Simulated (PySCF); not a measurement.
## Levels of Os³⁹⁺ from EOM-EA-GCCSD

Reference: closed-shell Os⁴⁰⁺, [Kr]; one electron is added. Calculated with PySCF 2.14, two-component X2C-1e with screened spin-orbit coupling, an even-tempered Gaussian basis (19 s from 2 bohr⁻², ratio 2.6; 16 p from 2.6 bohr⁻², ratio 2.6; 11 d from 2.6 bohr⁻², ratio 2.6; 5 f from 2.7 bohr⁻², ratio 2.8); frozen [Ar] 3d10; the 116 highest virtual spinors dropped; of the others 74 kept and the rest restored at second order. No Breit or QED terms. Binding energies in eV.

```tsv
level	Koopmans
4d3/2	1776.1
4d5/2	1753.4
```

Q: How does correlation move these levels?

A: 4d3/2: second order 1777.9, EOM-CCSD 1777.8; 4d5/2: second order 1755.1, EOM-CCSD 1754.9.

For comparison, the ionisation energy of Os³⁹⁺ is 1776 ± 4 eV (theoretical estimate listed by NIST; NIST Atomic Spectra Database, ionization energies).
